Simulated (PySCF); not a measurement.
C₅H₂FO₃S (doublet state).
Geometry (GFN2-xTB, Å), atoms numbered from 1 in this order:
```xyz
12
C5H2FO3S angstrom
O      2.5309    0.8630    1.0321
C      2.6094   -0.0091    0.2100
O      1.5781   -0.5876   -0.3745
C      0.3613   -0.1076    0.0565
C      0.2400    0.8571    0.9810
S     -1.3159    1.3308    1.4120
C     -2.0586    0.1520    0.1666
F     -2.9568   -0.6617    0.7580
C     -0.8938   -0.6384   -0.4711
O     -1.0527   -1.5093   -1.2826
H      3.5483   -0.4386   -0.1633
H     -2.5889    0.7487   -0.5861
```

The hyperfine couplings belong to this conformer and change with its torsions.

As a line formula: `O=COC1=[C]S[C@H](F)C1=O` [radical].

Computed, not measured: UKS B3LYP, pcH-1 on C F H O S, non-relativistic, mean-field spin-orbit, GIAO in PySCF 2.14.0. The structure is a single GFN2-xTB conformer in the gas phase; no vibrational or solvent corrections. Couplings are sensitive to structure, and on GFN2-xTB geometries they can be far from those on DFT ones. The SCF solution wasn't tested for stability.

(1) What are g_iso and the isotropic 17O coupling of O1?

(2) For one electron spin and this one nucleus (I = 5/2, g_N = -0.7575), compare first-order, second-order and exact resonance fields at 9.347 GHz.

(3) Someone takes the midpoint and the distance of the outer exact lines at face value. What g and a result?

Answers

(1) g_iso = 2.00291 and a = -69.33 MHz, or -2.473 mT (Mulliken spin population +0.11). 17O makes up about 0.038 % of the natural element, so this concerns labelled samples or satellites.

(2) B0 = hν/(g μB) = 333.426 mT and a/B0 = -0.0074. B(1) = B0 − a·mI, B(2) = B(1) − a²[I(I+1) − mI²]/(2B0); the exact values solve the Breit–Rabi equation, nuclear Zeeman term included.

| mI | first order (mT) | second order (mT) | exact (mT) | exact − first order |
| --- | --- | --- | --- | --- |
| −5/2 | 327.243 | 327.220 | 327.220 | -0.023 |
| −3/2 | 329.716 | 329.656 | 329.656 | -0.060 |
| −1/2 | 332.189 | 332.111 | 332.111 | -0.078 |
| +1/2 | 334.662 | 334.584 | 334.584 | -0.078 |
| +3/2 | 337.135 | 337.076 | 337.076 | -0.060 |
| +5/2 | 339.608 | 339.585 | 339.585 | -0.023 |

(3) Their midpoint, 333.403 mT, gives an apparent g of 2.00305 (true 2.00291), and their distance over 2I an apparent |a| of 2.473 mT (true 2.473).

Other couplings of abundant isotopes, left aside here: 1 × 1H 38 MHz, 1 × 19F 34 MHz, 1 × 1H 5 MHz.
